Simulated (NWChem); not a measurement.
Species: MoF5, doublet; SMILES [F][Mo]([F])([F])([F])[F]

In the optimisation the excess spin sits in a (C2, its own frame). Not confirmed as a minimum by frequencies. This spin state was assumed; another may lie lower. def2 effective core potentials on Mo; no spin-orbit coupling.

Problem. Give the equilibrium geometry at PBE0/def2-SVP with def2 effective core potentials on Mo, spin-unrestricted (NWChem) as an XYZ file, with the point group.

Solution. point group C2v; any orientation.
```
6

Mo     0.0000     0.0000     0.0122
F      0.4663     1.8017     0.0124
F     -0.4663    -1.8017     0.0124
F      0.0000     0.0000    -1.7796
F      1.4346    -0.3720     1.0482
F     -1.4346     0.3720     1.0482
```
